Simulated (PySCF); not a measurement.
CH3FO3W, multiplicity 1. Atoms are numbered in the order given.

```xyz
9

W      0.0236    -0.2455     0.0000
O      1.0197    -0.5012     1.3701
O      1.0197    -0.5012    -1.3701
F     -1.4182    -1.4511     0.0000
O     -0.5364     1.5274     0.0000
C     -0.1437     2.8840     0.0000
H     -1.0491     3.5094     0.0000
H      0.4521     3.1072     0.8999
H      0.4521     3.1072    -0.8999
```
Charge 0, spin multiplicity 1.

Geometry optimised at B3LYP-D3(BJ)/def2-SVP. The spin state was assumed, not searched. The structure was generated by enumeration; whether it is a known compound was not checked. The def2 effective core potentials stand for the cores of W; spin–orbit coupling is left out. One conformer was computed; it need not be the lowest.

The numbers are results of M06-2X/def2-TZVP in PySCF, not measurements.

ESP charges are fitted to the potential on shells at 1.4 to 2.0 van der Waals radii. Atomic charges (e):

```tsv
atom	ESP fit	Mulliken	Löwdin
W1	1.53	1.65	1.00
O2	-0.51	-0.49	-0.32
O3	-0.51	-0.49	-0.32
F4	-0.35	-0.42	-0.26
O5	-0.35	-0.51	-0.11
C6	-0.29	-0.21	-0.34
H7	0.17	0.15	0.12
H8	0.15	0.16	0.12
H9	0.15	0.16	0.12
```
